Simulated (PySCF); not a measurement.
**Electronic structure of Cl³⁺ (chlorine, charge +3) at the UHF level**

Configuration: [Ne] 3s2 3p2, high-spin 3P determinant. All numbers are calculated (PySCF 2.14, the non-relativistic Hamiltonian (point nucleus), in aug-cc-pwCVQZ).

| Item | Value |
| --- | --- |
| Total energy | -456.794904 hartree |
| One-electron energy | -608.9361 hartree |
| Hartree (Coulomb) energy | 178.5953 hartree |
| Exchange energy | -26.4541 hartree |
| Kinetic energy | 456.79459 hartree |
| ⟨S²⟩ | 2.0105 |
| ⟨L²⟩ | 2.031 |
| Sum of ⟨r⟩ | 9.359 bohr |
| Sum of ⟨r²⟩ | 11.59 bohr² |
| Traceless quadrupole moment −½Σ⟨3z² − r²⟩ along its main axis | 1.07 e·bohr² |
| Density at the nucleus (Gaussians lack the cusp) | 3190 bohr⁻³ |
| Spin density at the nucleus | 0.0741 bohr⁻³ |
| Langevin diamagnetic susceptibility | -9.18 ×10⁻⁶ cm³/mol |

```csv
shell,electrons,mean orbital energy (hartree),spread (hartree),"rms radius, mean of both spins (bohr)"
1s α,1,-106.59988,0,0.106
1s β,1,-106.56687,0,0.106
2s α,1,-12.26754,0,0.479
2s β,1,-12.23728,0,0.479
2p α,3,-9.74035,0.02912,0.451
2p β,3,-9.68362,0.03361,0.451
3s α,1,-2.54693,0,1.51
3s β,1,-2.26614,0,1.51
3p α,2,-1.94857,0,1.63
```

Spin-orbit constants ζ (cm⁻¹) from the X2C one-electron operator on these orbitals (non-relativistic here): bare nucleus, nucleus screened by l(l+1)(2l+1)/3 electrons, and screened by the Breit-Pauli mean field of the electrons.

```json
{"shell": "2p", "bare": "9946", "screened nucleus": "8776", "mean field": "8245"}
{"shell": "3p", "bare": "977.4", "screened nucleus": "862.4", "mean field": "802.0"}
```

To first order the Landé constant is A = 401.0 cm⁻¹, so the lowest level has J = 0 and lies 0.0994 eV below the centre of the term. This holds in LS coupling only.
